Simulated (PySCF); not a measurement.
NMR data simulated for an unnamed compound:

1H NMR (300 MHz, computed): δ 6.01 (q, 1H), 5.22 (q, 2H), 2.00 (d, 3H), 0.38 (t, 3H).

13C{1H} NMR (computed): δ 135.0 (CH), 131.4 (C), 120.5 (C), 14.5 (CH3), -3.2 (CH3).

Calculated, not measured (PySCF 2.14.0 with density-fitted response routines): PBE0/pcSseg-1 with gauge-including orbitals, structure optimised with GFN2-xTB. One averaged value for each set of equivalent atoms, non-relativistic, single conformer, gas phase.

Shifts are taken against calculated references (same method and geometry level): TMS for 1H, 13C.

Q: Which of these does the molecule contain: a Si–CH3 group, a CH3CH2 unit, a carboxylic acid, an OH group, a nitrile, a Si–H bond?

A: 
- A Si–CH3 group: yes (δC -3.2; δH 0.38 (t)).
- A CH3CH2 unit: no.
- A carboxylic acid: no.
- An OH group: no.
- A nitrile: yes (δC 120.5).
- A Si–H bond: yes (δH 5.22 (q)).

The data belong to SMILES C/C=C(/C#N)O[SiH2]C, C$_{5}$H$_{9}$NOSi; they needn't prove each group on their own.

Carbon signals by region: 3 in the sp2 and nitrile region (100–160 ppm), 2 below 50 ppm.

Shifts are as computed. Against solution values, carbons near 30 ppm lie about +3 ppm off and those near 130 ppm about +5 ppm. Of 1309 compounds with measured shifts, 239 miss one by over three times the rms of a fit or turn the order of signals round; such compounds aren't used in these exercises. Multiplicities follow the n + 1 count of equivalent neighbours, as no J values were calculated; m marks all less simple cases, F and P coupling included.
